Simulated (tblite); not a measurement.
C5HO4 (doublet state).
SMILES with atom numbers: `[O:1]=[C:2][O:3][c:4]1[cH:5][c:6](=[O:7])[c:8]1=[O:9]` (hydrogens: H10 on C5)
Bond orders are those of one Lewis drawing.

Computed with GFN2-xTB (tblite), gas phase: L-BFGS steps from a force-field or distance-geometry start until the largest atomic force falls under 0.01 eV/Å.

Geometry at step 26:
```
atom  x, y, z in Å
O1      3.4846   -0.4025    0.3664
C2      2.4593    0.1378    0.3896
O3      1.4459    0.7758    0.2303
C4      0.1517    0.3670   -0.1012
C5     -1.1039    1.0167   -0.1396
C6     -1.7977   -0.2441   -0.2406
O7     -2.9246   -0.6428   -0.3559
C8     -0.3915   -0.9775   -0.1193
O9      0.0975   -2.0659    0.0070
H10    -1.4123    2.0401   -0.0591
```

Q: What forces act on the atoms?

A: 
```tsv
atom	Fx (eV/Å)	Fy (eV/Å)	Fz (eV/Å)
O1	-0.050	0.060	0.027
C2	0.043	0.046	-0.027
O3	-0.053	-0.102	-0.046
C4	0.010	-0.011	-0.012
C5	0.014	-0.073	0.165
C6	0.050	0.040	-0.012
O7	0.001	0.017	-0.028
C8	-0.009	0.124	0.043
O9	-0.051	-0.021	-0.032
H10	0.045	-0.080	-0.076
```

The largest, 0.18 eV/Å, acts on C5; the rms over all components is 0.058 eV/Å. The forces sum to zero within rounding, as they must for an isolated molecule in no field.

Q: Give the force on C5 in Eh/bohr and in nN.

A: 0.181 eV/Å ÷ 51.422 = 0.00352 Eh/bohr, and 0.181 eV/Å × 1.602 = 0.29 nN.

Q: How far is this geometry from the end of the optimisation?

A: 0.028 eV above it, and 0.136 Å rms away after alignment. The bonds farthest from their final lengths, with half the difference of the two atoms' forces along the bond (positive lengthens):

| bond | now (Å) | final (Å) | force along bond (eV/Å) |
| --- | --- | --- | --- |
| O3–C4 | 1.397 | 1.376 | -0.05 |
| C5–C6 | 1.443 | 1.435 | -0.05 |
| C2–O3 | 1.208 | 1.200 | 0.00 |
| C6–C8 | 1.591 | 1.595 | -0.04 |
| C4–C5 | 1.414 | 1.417 | -0.02 |
| C5–H10 | 1.072 | 1.069 | -0.02 |

The angle farthest from its final value is C2–O3–C4, 130.8° against 137.5°.

The cost below is that of the whole relaxation. Time: 0.26 s. Hardware: one thread, Arm Neoverse V1 (aarch64), on a shared host.
